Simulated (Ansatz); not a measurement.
`FCN[SiH3]` → `[CH]F` + `N[SiH3]` at 700 K and 1 bar (formal loss of a carbene).

Program: Ansatz. Geometries: PBE0-D4/def2-TZVP. ΔE: electronic, gas phase. CBS: MP2 limit from def2 TZ/QZ plus the TZ coupled-cluster correction, frozen cores. This one scheme is used for every species. Each species was taken in one conformer, which may not be the lowest.

```csv
species,CCSD(T)/CBS energy (Eh),H − E (kJ/mol),S (J/(mol·K))
`FCN[SiH3]`,-485.24366,258.6,418.6
`[CH]F`,-138.29972,58.3,255.7
`N[SiH3]`,-346.80422,180.7,336.3
```

H − E and S are ideal-gas, rigid-rotor, harmonic terms from PBE0-D4/def2-TZVP, for one conformer and one mirror image of each species. 1 Eh = 2625.50 kJ/mol, R = 8.31446 J/(mol·K).

**Question.** By hand: ΔE, ΔH, ΔS and ΔG.

**Answer.** ΔE = (-138.29972) + (-346.80422) − (-485.24366) = 0.13972 Eh = 366.8 kJ/mol. Δ(H − E) = 58.3 + 180.7 − 258.6 = -19.6, so ΔH = 347.2 kJ/mol. ΔS = 255.7 + 336.3 − 418.6 = 173.4 J/(mol·K). ΔG = 347.2 − 700 × (173.4)/1000 = 225.8 kJ/mol.

**Question.** By hand: the equilibrium constant, and the temperature at which ΔG would vanish if ΔH and ΔS stayed fixed.

**Answer.** log₁₀ K = −ΔG/(RT ln 10) = -16.8. ΔG = 0 at ΔH/ΔS = 2002 K.

The number of gas molecules changes by +1, which sets the sign of ΔS. A doubt of 5 kJ/mol in ΔE shifts log₁₀ K by 0.4 here. Other conformers and mirror images would add mixing entropy, several J/(mol·K) or more a flexible species. These are equilibria of isolated gas molecules and say nothing of rates. Largest T1 diagnostic: 0.018 (customary marks: 0.02 for closed shells, 0.045 for open ones).
